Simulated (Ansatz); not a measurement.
Level of theory: B3LYP-D3(BJ)/def2-TZVP (Ansatz, a program for electronic structure). No frequencies were computed at this level.

Ansatz 0.2 input:
```yaml
crystal:
  periodic: [false, false, false]
  atoms:
    - { symbol: Br, position_ang: [-1.234799, -0.807111, 1.645492] }
    - { symbol: Si, position_ang: [0.0, -0.000001, 0.000001] }
    - { symbol: Br, position_ang: [-1.033532, 1.723347, -0.919609] }
    - { symbol: Br, position_ang: [1.954575, 0.653331, 0.797868] }
    - { symbol: Br, position_ang: [0.313756, -1.569566, -1.52375] }
basis:
  gaussian: { orbitals: def2-tzvp }
hamiltonian:
  xc: b3lyp
  dispersion: d3bj
relax:
  max_steps: 150
```

Output:

```
Functional definition: B3LYP
1913 factors; their error is unknown
mean field evaluation 1: about -288069.9536 eV, gradient 1.5e1 eV
mean field evaluation 2: about -288070.1099 eV, gradient 1.1e1 eV
mean field evaluation 4: about -288070.3776 eV, gradient 8.2e-1 eV
mean field evaluation 8: about -288071.7759 eV, gradient 6.1e-1 eV
mean field evaluation 16: about -288071.7762 eV, gradient 5.9e-5 eV
mean field -288071.77620316 eV, -10586.4425134032 hartree, gradient 5.8e-5 eV, S^2 0.000000; 0 other end points of the search recorded, 0 dependent functions left out
reference -288071.77647640 eV, -10586.4425234445 hartree; 77, 77 occupied and 152, 152 virtual orbitals, 1913 factors
relax step   1: F+E_penalty+E_count = -288072.36182865 eV  Δ(F+E_penalty+E_count) = +0.000e0 eV  max|allowed force component| = 1.523e-2 eV/Å  Δτ_max = 0.0000 Å  (27 SCF iters, accepted)
these checks for a lower state are left out or cut short: starts, cluster_reference, orbital_swaps, neighbouring_geometries, increment
1913 factors; their error is unknown
mean field -288071.77590010 eV, -10586.4425022659 hartree, gradient 2.1e-5 eV, S^2 0.000000; 0 other end points of the search recorded, 0 dependent functions left out
reference -288071.77617327 eV, -10586.4425123047 hartree; 77, 77 occupied and 152, 152 virtual orbitals, 1913 factors
relax step   2: F+E_penalty+E_count = -288072.36186357 eV  Δ(F+E_penalty+E_count) = -3.492e-5 eV  max|allowed force component| = 2.194e-4 eV/Å  Δτ_max = 0.0010 Å  (31 SCF iters, accepted)
1913 factors; their error is unknown
mean field evaluation 32: about -288071.7759 eV, gradient 2.1e-5 eV
mean field -288071.77590010 eV, -10586.4425022660 hartree, gradient 2.1e-5 eV, S^2 0.000000; 1 other end points of the search recorded, 0 dependent functions left out
reference -288071.77617327 eV, -10586.4425123047 hartree; 77, 77 occupied and 152, 152 virtual orbitals, 1913 factors
Total energy: -288072.36213673 eV, -10586.4640460648 hartree
Atom 0 at    -1.234242    -0.806745     1.644748 Å, force     0.000140     0.000091    -0.000186 eV/Å
Atom 1 at    -0.000000    -0.000001     0.000001 Å, force    -0.000002     0.000001     0.000001 eV/Å
Atom 2 at    -1.033066     1.722568    -0.919192 Å, force     0.000117    -0.000195     0.000103 eV/Å
Atom 3 at     1.953693     0.653035     0.797506 Å, force    -0.000219    -0.000073    -0.000089 eV/Å
Atom 4 at     0.313616    -1.568857    -1.523061 Å, force    -0.000036     0.000176     0.000171 eV/Å
Dipole moment:     0.000000    -0.000000    -0.000000 e Å
```

Cost: around 90 core-seconds (rough).
